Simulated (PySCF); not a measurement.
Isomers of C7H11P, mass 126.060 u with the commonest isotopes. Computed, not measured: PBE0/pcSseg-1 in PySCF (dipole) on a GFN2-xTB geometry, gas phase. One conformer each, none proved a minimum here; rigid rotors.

Question: Order these by rotational constant A, largest first.
A. `[CH:1]#[C:2][CH2:3][P:4]([CH3:5])[CH:6]1[CH2:7][CH2:8]1` with C2–C3–P4–C5 -70°, C3–P4–C6–C7 -94°
B. `[CH:1]#[C:2][P:3]([CH2:4][CH3:5])[C:6](=[CH2:7])[CH3:8]` with C2–P3–C4–C5 69°, C2–P3–C6–C7 -4°
C. `[CH2:1]=[CH:2][C:3]1=[C:4]([CH3:5])[PH:6][CH2:7][CH2:8]1` with C1–C2–C3–C4 -171°, C3–C4–P6–C7 12°, C4–P6–C7–C8 -22°, P6–C7–C8–C3 27°, C2–C3–C8–C7 163°
D. `[CH2:1]=[CH:2]/[C:3]([CH3:4])=[P:5]/[CH:6]1[CH2:7][CH2:8]1` with C1–C2–C3–C4 0°, C3–P5–C6–C7 84°
E. `[P:1]#[C:2][CH:3]1[CH2:4][CH2:5][CH2:6][CH2:7][CH2:8]1` with C2–C3–C4–C5 66°, C3–C4–C5–C6 58°, C4–C5–C6–C7 -58°, C5–C6–C7–C8 58°
F. `[CH2:1]=[CH:2][P:3]1[CH2:4][CH:5]=[C:6]([CH3:7])[CH2:8]1` with C1–C2–P3–C4 -135°, C2–P3–C4–C5 -78°, P3–C4–C5–C6 -14°, C5–C6–C8–P3 14°, C2–P3–C8–C6 78°

Answer: D (4486 MHz), A (3953 MHz), F (3005 MHz), E (2805 MHz), C (2699 MHz), B (2129 MHz).

Question: Order these by rotational constant B, largest first.
A. `[CH2:1]=[CH:2]/[C:3]([CH3:4])=[P:5]/[CH:6]1[CH2:7][CH2:8]1` with C1–C2–C3–C4 0°, C3–P5–C6–C7 84°
B. `[CH:1]#[C:2][CH2:3][P:4]([CH3:5])[CH:6]1[CH2:7][CH2:8]1` with C2–C3–P4–C5 -70°, C3–P4–C6–C7 -94°
C. `[CH:1]#[C:2][P:3]([CH2:4][CH3:5])[C:6](=[CH2:7])[CH3:8]` with C2–P3–C4–C5 69°, C2–P3–C6–C7 -4°
D. `[CH2:1]=[CH:2][CH2:3][P:4]1[CH2:5][CH:6]=[CH:7][CH2:8]1` with C1–C2–C3–P4 -110°, C2–C3–P4–C5 166°, C3–P4–C5–C6 -81°, P4–C5–C6–C7 -13°, C6–C7–C8–P4 13°, C3–P4–C8–C7 80°
E. `[CH2:1]=[CH:2][C:3]1=[C:4]([CH3:5])[PH:6][CH2:7][CH2:8]1` with C1–C2–C3–C4 -171°, C3–C4–P6–C7 12°, C4–P6–C7–C8 -22°, P6–C7–C8–C3 27°, C2–C3–C8–C7 163°
F. `[P:1]#[C:2][CH:3]1[CH2:4][CH2:5][CH2:6][CH2:7][CH2:8]1` with C2–C3–C4–C5 66°, C3–C4–C5–C6 58°, C4–C5–C6–C7 -58°, C5–C6–C7–C8 58°
G. `[CH2:1]=[CH:2][P:3]1[CH2:4][CH:5]=[C:6]([CH3:7])[CH2:8]1` with C1–C2–P3–C4 -135°, C2–P3–C4–C5 -78°, P3–C4–C5–C6 -14°, C5–C6–C8–P3 14°, C2–P3–C8–C6 78°

Answer: C (1418 MHz), E (1372 MHz), D (1257 MHz), G (1188 MHz), F (1156 MHz), B (940.8 MHz), A (906.9 MHz).

Question: Order these by dipole moment, smallest first.
A. `[CH2:1]=[CH:2]/[C:3]([CH3:4])=[P:5]/[CH:6]1[CH2:7][CH2:8]1` with C1–C2–C3–C4 0°, C3–P5–C6–C7 84°
B. `[CH:1]#[C:2][P:3]([CH2:4][CH3:5])[C:6](=[CH2:7])[CH3:8]` with C2–P3–C4–C5 69°, C2–P3–C6–C7 -4°
C. `[CH2:1]=[CH:2][CH2:3][P:4]1[CH2:5][CH:6]=[CH:7][CH2:8]1` with C1–C2–C3–P4 -110°, C2–C3–P4–C5 166°, C3–P4–C5–C6 -81°, P4–C5–C6–C7 -13°, C6–C7–C8–P4 13°, C3–P4–C8–C7 80°
D. `[CH2:1]=[CH:2][P:3]1[CH2:4][CH:5]=[C:6]([CH3:7])[CH2:8]1` with C1–C2–P3–C4 -135°, C2–P3–C4–C5 -78°, P3–C4–C5–C6 -14°, C5–C6–C8–P3 14°, C2–P3–C8–C6 78°
E. `[CH:1]#[C:2][CH2:3][P:4]([CH3:5])[CH:6]1[CH2:7][CH2:8]1` with C2–C3–P4–C5 -70°, C3–P4–C6–C7 -94°
F. `[CH2:1]=[CH:2][C:3]1=[C:4]([CH3:5])[PH:6][CH2:7][CH2:8]1` with C1–C2–C3–C4 -171°, C3–C4–P6–C7 12°, C4–P6–C7–C8 -22°, P6–C7–C8–C3 27°, C2–C3–C8–C7 163°

Answer: F (1.00 D), C (1.12 D), B (1.26 D), D (1.42 D), E (1.60 D), A (1.74 D).

```tsv
SMILES	point group	Ia (u·Å²)	Ib (u·Å²)	Ic (u·Å²)	κ	μa (D)	μb (D)	μc (D)
C=C/C(C)=P/C1CC1	C1	112.66	557.29	634.39	-0.94	0.29	1.71	0.22
C=CP1CC=C(C)C1	C1	168.19	425.47	467.14	-0.89	1.02	0.60	0.78
C#CP(CC)C(=C)C	C1	237.41	356.35	518.44	-0.23	0.18	0.43	1.17
C#CCP(C)C1CC1	C1	127.84	537.17	614.57	-0.92	0.98	0.19	1.25
C=CC1=C(C)PCC1	C1	187.24	368.44	537.76	-0.51	0.91	0.27	0.31
P#CC1CCCCC1	Cs	180.19	437.21	458.75	-0.94	1.57	0.00	0.61
C=CCP1CC=CC1	C1	167.99	402.07	457.17	-0.84	0.43	0.64	0.81
```
